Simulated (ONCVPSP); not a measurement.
u(r) = r·R(r): atom against pseudo-atom (Cd (Z = 48))

Columns: radius, all-electron u(r) and pseudo u(r) of the 4d shell (level -11.57 eV) of cadmium in the configuration [Ar] 3d10 4s2 4p6 4d10 5s2; BLYP, scalar-relativistic, ONCV scheme, ONCVPSP 4.0.1.

```csv
r (bohr),all-electron,pseudo
0.090,-0.2035,0.0040
0.180,-0.4605,0.0304
0.270,-0.4262,0.0946
0.360,-0.1868,0.2013
0.450,0.1176,0.3428
0.540,0.4004,0.5021
0.630,0.6252,0.6580
0.720,0.7839,0.7911
0.810,0.8820,0.8882
0.900,0.9306,0.9443
0.990,0.9424,0.9616
1.080,0.9282,0.9480
1.170,0.8969,0.9130
1.260,0.8549,0.8656
1.350,0.8068,0.8127
1.440,0.7560,0.7585
1.530,0.7046,0.7054
1.620,0.6542,0.6542
1.710,0.6055,0.6054
1.800,0.5591,0.5591
1.890,0.5155,0.5154
1.980,0.4746,0.4746
2.070,0.4366,0.4365
2.160,0.4013,0.4012
2.250,0.3686,0.3686
2.340,0.3385,0.3385
```

(1) How many radial nodes do the two functions have?

(2) At about which radius was the pseudo-wave matched?

(3) Is the pseudo-wave norm-conserving?

Answers

(1) The all-electron 4d function has n − l − 1 = 1; the pseudo-wave has 0, since the states of the same l below it are removed with the core.

(2) 1.80 bohr. The columns agree to 0.0005 from 1.62 bohr on; several derivatives are matched, so the curves merge somewhat inside the radius.

(3) Yes: the ONCV scheme keeps the norm inside the radius equal to the all-electron one, which fixes the energy derivative of the logarithmic derivative at the level.
